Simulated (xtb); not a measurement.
C5H6, charge +1, doublet, from a rough starting geometry (a state made from the parent by changing its charge; the spin is typed, not shown lowest); GFN2-xTB in xtb 6.7.1.

xtb was given this input:
```
$ xtb mol.xyz --gfn 2 --chrg 1 --uhf 1 --opt vtight --json

# file mol.xyz
11

C     -1.00206285     0.81409112    -0.15011475
C      0.16523874     1.16487239    -0.17395127
C      1.09166310    -0.06598834     0.06823929
C      0.15244162    -1.18052343     0.19456719
C     -1.16946015    -0.73013145    -0.00480414
H     -1.90968892     1.33177723    -0.34763666
H      0.59087965     2.18431616    -0.27053825
H      1.71610115     0.06483073     1.05167248
H      1.80630502    -0.16987545    -0.71414672
H      0.47876629    -2.23647839     0.35890412
H     -2.00338368    -1.25131345     0.02570486
```

Output, abridged:

```
   ID    Z sym.   atoms
    1    6 C      1-5
    2    1 H      6-11

           -------------------------------------------------
          |                Calculation Setup                |
           -------------------------------------------------

           -------------------------------------------------
          |                 G F N 2 - x T B                 |
           -------------------------------------------------

          ...................................................
          :                      SETUP                      :
          :.................................................:
          :  # basis functions                  26          :
          :  # atomic orbitals                  26          :
          :  # shells                           16          :
          :  # electrons                        25          :
          :  max. iterations                   250          :
          :  Hamiltonian                  GFN2-xTB          :
          :  restarted?                      false          :
          :  GBSA solvation                  false          :
          :  PC potential                    false          :
          :  electronic temp.          300.0000000     K    :
          :  accuracy                    1.0000000          :
          :  -> integral cutoff          0.2500000E+02      :
          :  -> integral neglect         0.1000000E-07      :
          :  -> SCF convergence          0.1000000E-05 Eh   :
          :  -> wf. convergence          0.1000000E-03 e    :
          :  Broyden damping             0.4000000          :
          :  net charge                          1          :
          :  unpaired electrons                  1          :
          ...................................................

 iter      E             dE          RMSdq      gap      omega  full diag
   1    -13.4240479 -0.134240E+02  0.598E+00    4.18       0.0  T
   2    -13.4349377 -0.108897E-01  0.357E+00    4.08       1.0  T
   3    -13.3802592  0.546785E-01  0.237E+00    4.10       1.0  T
   4    -13.4452295 -0.649704E-01  0.604E-01    4.15       1.0  T
   5    -13.4468118 -0.158229E-02  0.457E-01    4.16       1.0  T
   6    -13.4484179 -0.160611E-02  0.146E-01    4.15       1.0  T
   7    -13.4484150  0.287676E-05  0.111E-01    4.15       1.0  T
   8    -13.4484768 -0.617766E-04  0.335E-02    4.15       1.0  T
   9    -13.4484828 -0.594629E-05  0.119E-02    4.15       2.5  T
[...]
         :: total energy             -13.161979243506 Eh    ::
 * total energy  :   -13.1619792 Eh     change       -0.1003638E-08 Eh
 * total energy  :   -13.2072861 Eh     change       -0.4530688E-01 Eh
 * total energy  :   -13.2154772 Eh     change       -0.8191121E-02 Eh
 * total energy  :   -13.2161323 Eh     change       -0.6550079E-03 Eh
 * total energy  :   -13.2162891 Eh     change       -0.1568572E-03 Eh
 * total energy  :   -13.2163127 Eh     change       -0.2357426E-04 Eh
 * total energy  :   -13.2163197 Eh     change       -0.7036709E-05 Eh
 * total energy  :   -13.2163212 Eh     change       -0.1521155E-05 Eh
 * total energy  :   -13.2163215 Eh     change       -0.2096882E-06 Eh
 * total energy  :   -13.2163216 Eh     change       -0.1038415E-06 Eh
 * total energy  :   -13.2163216 Eh     change       -0.4444592E-07 Eh
   *** GEOMETRY OPTIMIZATION CONVERGED AFTER 11 ITERATIONS ***
         :: total energy             -13.216321599813 Eh    ::
[...]
     8   1 H        0.924     0.175     1.236     1.738
     9   1 H        0.924     0.175     1.235     1.738
    10   1 H        0.926     0.143     1.442     1.878
    11   1 H        0.926     0.136     1.491     1.909

 Mol. C6AA /au·bohr⁶  :       1057.511037
 Mol. C8AA /au·bohr⁸  :      26070.813038
 Mol. α(0) /au        :         51.828453

Wiberg/Mayer (AO) data.
largest (>0.10) Wiberg bond orders for each atom

 ---------------------------------------------------------------------------
     #   Z sym  total        # sym  WBO       # sym  WBO       # sym  WBO
 ---------------------------------------------------------------------------
     1   6 C    3.942 --     2 C    1.424     5 C    1.395     6 H    0.955
     2   6 C    3.757 --     1 C    1.424     3 C    1.090     7 H    0.956
                             4 C    0.145
     3   6 C    3.989 --     4 C    1.090     2 C    1.090     8 H    0.870
                             9 H    0.870
     4   6 C    3.757 --     5 C    1.424     3 C    1.090    10 H    0.956
                             2 C    0.145
     5   6 C    3.942 --     4 C    1.424     1 C    1.395    11 H    0.955
     6   1 H    0.982 --     1 C    0.955
     7   1 H    0.980 --     2 C    0.956
     8   1 H    0.969 --     3 C    0.870
     9   1 H    0.969 --     3 C    0.870
    10   1 H    0.980 --     4 C    0.956
    11   1 H    0.982 --     5 C    0.955
 ---------------------------------------------------------------------------

Topologies differ in total number of bonds
Writing topology from bond orders to xtbtopo.mol

molecular dipole:
                 x           y           z       tot (Debye)
 q only:        0.224      -0.019       0.026
   full:        0.251      -0.019       0.028       0.644
molecular quadrupole (traceless):
                xx          xy          yy          xz          yz          zz
 q only:        3.918       0.068       2.544       0.818      -1.324      -6.462
  q+dip:        4.643       0.113       3.686       1.020      -1.764      -8.329
   full:        3.380       0.070       2.459       0.726      -1.219      -5.839

optimized geometry written to: xtbopt.xyz

           -------------------------------------------------
          | TOTAL ENERGY              -13.216321599813 Eh   |
          | GRADIENT NORM               0.000067967891 Eh/α |
          | HOMO-LUMO GAP               3.438863920291 eV   |
           -------------------------------------------------
```
